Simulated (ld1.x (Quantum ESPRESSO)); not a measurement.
# Configuration tests for lanthanum (RRKJ)

ld1.x (Quantum ESPRESSO) 7.5 input, shortened:

```
&input
   title='La', zed=57., rel=1, dft='PBE', iswitch=3,
   config='[Xe] 4f0 5d1 6s0 6p0'
 /
 &inputp
   pseudotype=2, tm=.false., lloc=0,
   nlcc=.true.
 /
4
5P  2  1   6.00   0.00  2.15  2.15  0.0
5D  3  2   1.00   0.00  2.90  2.90  0.0
4F  4  3   0.00   0.00  1.85  1.85  0.0
5S  1  0   2.00   0.00  2.65  2.65  0.0
 &test
   configts(1)='4f0 5s2 5p6 5d1 6s0 6p0'
 /
```

Energies are relative to the spin-unpolarised reference configuration 4f0 5s2 5p6 5d1 6s0 6p0; without spin polarisation the order of configurations can differ from experiment. Not all tests gave a result: 1 of 7 tests not solved or not reliable. Left out of the table: 4f1 5s2 5p6 5d0 6s2 6p0 (solver errors, printed error -1519 eV). The frozen-core shift is the all-electron ΔE with the core orbitals held at their reference shape minus the fully relaxed ΔE.

| valence configuration | charge | ΔE all-electron (eV) | error AE − PS (meV) | frozen-core shift (meV) |
| --- | --- | --- | --- | --- |
| 4f0 5s2 5p6 5d1 6s1 6p0 | +1 | -10.889 | +1770 | -1.2 |
| 4f0 5s2 5p6 5d0 6s0 6p0 | +3 | 18.950 | -0.9 | +0.1 |
| 4f0 5s2 5p5 5d1 6s2 6p0 | +1 | 10.117 | +4538 | +13 |
| 4f1 5s2 5p6 5d0 6s1 6p0 | +1 | -10.622 | +1480 | +302 |

Problem. What are ΔE and the potential's error for 4f0 5s1 5p6 5d1 6s2 6p0?

Solution. ΔE = 27.162 eV all-electron; the error (AE − PS) is +4933 meV.

Problem. What are ΔE and the potential's error for 4f0 5s2 5p6 5d1 6s2 6p0?

Solution. ΔE = -16.854 eV all-electron; the error (AE − PS) is +2586 meV.

These tests converged, but a pseudo level misses the all-electron one widely, so the file describes the atom poorly there or has found another state: 4f0 5s2 5p6 5d1 6s2 6p0: 5d by 1.0 eV (a node warning on the way); 4f0 5s2 5p6 5d0 6s0 6p0: empty 6s by 3.5 eV; 4f0 5s1 5p6 5d1 6s2 6p0: 5p by 2.3 eV; 4f0 5s2 5p5 5d1 6s2 6p0: 5p by 2.2 eV. A variational frozen-core shift is positive and of second order in the change. This column holds negative values, so the frozen-core run of ld1.x carries numerical noise or an error of first order here, and the column gives no more than the rough size of the effect.
